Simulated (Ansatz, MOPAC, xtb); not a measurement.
Diatomic S2+, multiplicity 2 (the spin of the measured ground state). The T1 diagnostic near the minimum is 0.079, so single-reference values are doubtful.

Constants: fifth-degree fit in 1/R to seven points, most abundant isotopes. Runs in def2 and cc sets follow the lowest solution found near the PBE0 minimum.

The state that PM6 reach isn't checked.

Codes used: Ansatz (a first-principles code); MOPAC for PM6 (differences of heats of formation); xtb for the GFN methods. Values without a source in brackets are computed. The GFN methods have no spin term and hold the electronic entropy of 300 K.

| level | r_e (Å) | ω_e (cm⁻¹) | ω_e x_e (cm⁻¹) |
|---|---|---|---|
| PM6 | 1.806 | 779 | 1.3 |
| GFN1-xTB | 1.843 | 846 | 2.9 |
| SVWN5/def2-TZVPP | 1.823 | 824 | 2.9 |
| r2SCAN/def2-TZVPP | 1.821 | 841 | 2.9 |
| B3LYP/def2-TZVPP | 1.823 | 833 | 2.8 |
| PBE0/def2-TZVPP | 1.810 | 869 | 2.8 |
| CAM-B3LYP/def2-TZVPP | 1.804 | (withheld) | 2.7 |
| wB97X-V/def2-TZVPP | (withheld) | (withheld) | 2.5 |

Question: Fill in the missing entries.

Answer: 
- wB97X-V/def2-TZVPP, r_e (Å): 1.798
- wB97X-V/def2-TZVPP, ω_e (cm⁻¹): 909
- CAM-B3LYP/def2-TZVPP, ω_e (cm⁻¹): 882

Measured for the ground state: r_e 1.825 Å [NIST CCCBDB].
